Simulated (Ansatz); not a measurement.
Total energies of BFH5NSi (`NB(F)[SiH3]`).

```xyz
9

N    -0.201   -1.641    0.024
B     0.072   -0.427    0.648
F     0.321   -0.445    1.968
Si    0.101    1.339   -0.353
H    -0.216   -2.516    0.524
H    -0.397   -1.717   -0.957
H    -0.929    2.274    0.180
H     1.427    2.005   -0.231
H    -0.178    1.128   -1.803
```

Total charge 0; spin multiplicity 1. The structure was optimised at the PBE0-D4/def2-TZVP level. It is one conformer, not always the lowest. Basis def2-TZVPP, Ansatz 0.2.0.

RPA on PBE orbitals: Hartree–Fock energy of these orbitals -470.55414 Eh, correlation -1.14196 Eh (frozen core).

```
             functional  energy without D4 (Eh)  D4 term (kJ/mol)
            LDA (SPW92)              -469.56659                 –
                    PBE              -471.76446             -14.0
                 revPBE              -472.00284             -44.0
                   BLYP              -472.07983             -31.2
                  B3LYP              -472.15905             -22.7
                r2SCANh              -471.99781              -3.6
                r2SCAN0              -471.98349              -4.0
HSE06 (plane-wave form)              -471.78989             -11.0
                  BHLYP              -472.04792             -17.0
              CAM-B3LYP              -472.07068             -11.9
                ωB97X-V              -472.02273                 –
                ωB97M-V              -472.03750                 –
                 B2PLYP              -471.88168                 –
               PBE-QIDH              -471.69739                 –
```

(1) Give the same for r2SCAN, B97M-V, PBE0, LC-ωPBE. (Estimate.)

B3LYP takes the VWN-RPA correlation (the form of Gaussian; ORCA's B3LYP/G). HSE06 is the plane-wave form, built on full-range PBE exchange. The double hybrids freeze the cores in their second-order part.

Answers

(1) The calculation gave: 
```tsv
functional	energy without D4 (Eh)	D4 term (kJ/mol)
r2SCAN	-472.00799	-3.4
B97M-V	-472.01707	–
PBE0	-471.80553	-11.8
LC-ωPBE	-471.92772	–
```

LC-ωPBE has ω = 0.4 bohr⁻¹.
